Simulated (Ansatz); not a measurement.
Born–Oppenheimer molecular dynamics of Cl₄H₄SiTi (10 atoms, charge 0, multiplicity 1). It starts at the highest image of a converged band. Of that band: Beside the main top the profile has a ripple of under 15 meV (maxima at images 1, 6), which may be a very shallow well or noise. A vibrational analysis at the climbing image gives one clearly imaginary mode, 341i cm⁻¹: a first-order saddle point.

These are results of Ansatz 0.2.0, RKS PBE/def2-SVP, not measurements.

| Quantity | Value |
| --- | --- |
| ensemble | NVE (velocity Verlet) |
| time step | 0.5 fs |
| steps asked | 200 |
| starting velocities drawn for | 100 K |
| seed | 3359 |

First frame:

```xyz
10
Properties=species:S:1:pos:R:3
Ti -0.176 -0.187 -0.090
Cl -0.087 -0.770 2.312
Cl 1.580 1.121 0.072
Cl -1.351 0.824 -1.746
Cl 0.103 -2.216 -0.847
Si -2.537 0.376 0.753
H -3.782 -0.287 0.222
H -2.627 -0.209 2.321
H -2.860 1.812 1.082
H -1.651 -0.463 2.408
```

(1) How far do the bonds stretch over the last three quarters of this one trajectory? (Pairs bonded in most of those frames.)

## Answers

(1) 
```
   bond  mean (Å)  spread (Å)  shortest  longest
Ti1–Cl2     2.226       0.065      2.16     2.38
Ti1–Cl3     2.195       0.010      2.18     2.21
Ti1–Cl4     2.462       0.104      2.29     2.69
Ti1–Cl5     2.181       0.013      2.16     2.20
Ti1–Si6     2.567       0.040      2.54     2.67
Cl4–Si6     2.389       0.279      1.99     2.76
 Si6–H7     1.509       0.007      1.49     1.52
 Si6–H9     1.509       0.011      1.49     1.53
 H8–H10     0.783       0.022      0.75     0.86
```

Pairs bonded in part of these frames only: Cl4–Si6 75 %.

Mean temperature of the second half: 450 K. The conserved energy stayed within 0.018 meV per atom of its start (net change -0.011 meV per atom), so the integration is sound. The kinetic energy rose, since the run started high on the potential surface and went downhill. It ends in pieces (Cl4H2SiTi + H2), so much of that is their flight and rotation, not heat. A run of 0.1 ps of so small a system gives no equilibrium averages. The orbitals stay closed-shell, which can raise the energy where a bond breaks towards radicals; this wasn't checked here.

Run time: 9.1 min on 4 threads of Arm Neoverse V2, on a shared host, peak memory 0.26 GiB.
